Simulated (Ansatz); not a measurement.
A set of 12 reactions (ligand exchange), with CCSD(T)/CBS values in kJ/mol:

```json
{"reaction": "`C[Si]Br` + NH₃ → `C[Si]N` + HBr", "ΔE": "24.0"}
{"reaction": "`C[SiH2][SiH2]Cl` + H₂Se → `C[SiH2][SiH2][SeH]` + HCl", "ΔE": "26.2"}
{"reaction": "`O[SiH2][CH2][SnH3]` + `C[NH][GeH3]` → `C[N]([GeH3])[SiH2]O` + `[CH3][SnH3]`", "ΔE": "-65.8"}
{"reaction": "`SBCl` + `[SiH3][SeH]` → `[SiH3][Se]BCl` + H₂S", "ΔE": "6.5"}
{"reaction": "`[GeH3][SiH2][GeH2][SiH2][GeH3]` + H–F → `F[SiH2][GeH3]` + `[GeH3][SiH2][GeH3]`", "ΔE": "-82.1"}
{"reaction": "`O[SiH](S)[SiH2][SiH3]` + NH₃ → `N[SiH](O)S` + `[SiH3][SiH3]`", "ΔE": "-64.6"}
{"reaction": "`[CH3][Ge]([CH3])([CH3])[Cl]` + H–F → `[CH3][Ge]([CH3])([F])[Cl]` + CH₄", "ΔE": "-81.9"}
{"reaction": "`C[O][SnH2][SH]` + HBr → `C[O][SnH2][Br]` + H₂S", "ΔE": "-52.7"}
{"reaction": "`[NH2][Sn][O][SiH3]` + `O[SiH3]` → `[SiH3][O][Sn][O][SiH3]` + NH₃", "ΔE": "-53.8"}
{"reaction": "`C=C[SiH](F)Br` + CH₃NH₂ → `CN[SiH](F)Br` + `C=C`", "ΔE": "-66.1"}
{"reaction": "`C[O][GeH]([F])[SeH]` + HCl → `C[O][GeH]([F])[Cl]` + H₂Se", "ΔE": "-9.4"}
{"reaction": "`BBCl` + `OCF` → `BOCF` + `BCl`", "ΔE": "-146.4"}
```

Computed with Ansatz on PBE0-D4/def2-TZVP structures; ΔE is electronic, products minus reactants. CCSD(T)/CBS adds triple-zeta CCSD(T) − MP2 to the extrapolated MP2 energy (def2 sets, frozen cores). This one scheme is used for every species. Functionals use def2-TZVPP. B3LYP here is the variant with VWN-RPA as its local correlation; programs differ in this. Elements past krypton have def2 core potentials. For Br, Ge, Se, Sn outer-core shells are correlated without core-valence functions, which leaves a few kJ/mol of doubt a bond. Scalar relativity is left out up to krypton. Each species was taken in one conformer, which may not be the lowest.

Task: Give the mean, mean absolute and largest difference (level minus CCSD(T)/CBS, kJ/mol) for: PBE-D4, PBE0-D4, B3LYP-D4, ωB97M-V, B2PLYP, PBE, r2SCAN, HF/def2-TZVPP, SCS-MP2/def2-TZVPP, CCSD/def2-TZVPP, HF/def2-QZVPP, SCS-MP2/def2-QZVPP, MP2/CBS(def2), CCSD/CBS(def2). (An estimate is asked.)

Result: Ansatz gave: 
| level | mean | mean absolute | largest |
| --- | --- | --- | --- |
| PBE-D4 | 5.4 | 6.7 | 18.6 |
| PBE0-D4 | 4.0 | 4.7 | 11.7 |
| B3LYP-D4 | -1.5 | 3.3 | -13.1 |
| ωB97M-V | -1.7 | 4.0 | -10.1 |
| B2PLYP | -3.4 | 6.1 | -20.1 |
| PBE | 4.3 | 6.4 | 13.4 |
| r2SCAN | -0.7 | 4.8 | -17.1 |
| HF/def2-TZVPP | -9.9 | 14.2 | -48.9 |
| SCS-MP2/def2-TZVPP | -3.5 | 4.6 | -11.5 |
| CCSD/def2-TZVPP | -1.8 | 3.4 | -7.9 |
| HF/def2-QZVPP | -10.9 | 15.1 | -53.2 |
| SCS-MP2/def2-QZVPP | -3.4 | 4.0 | -12.8 |
| MP2/CBS(def2) | -0.4 | 2.2 | -4.7 |
| CCSD/CBS(def2) | -1.1 | 1.8 | -6.9 |

The largest T1 diagnostic in the set is 0.016, for `[NH2][Sn][O][SiH3]` (customary mark 0.02).

CCSD(T)/CBS is a level of theory with its own doubt, and the functionals carry their triple-zeta basis error, so these figures describe this set and don't rank the functionals.
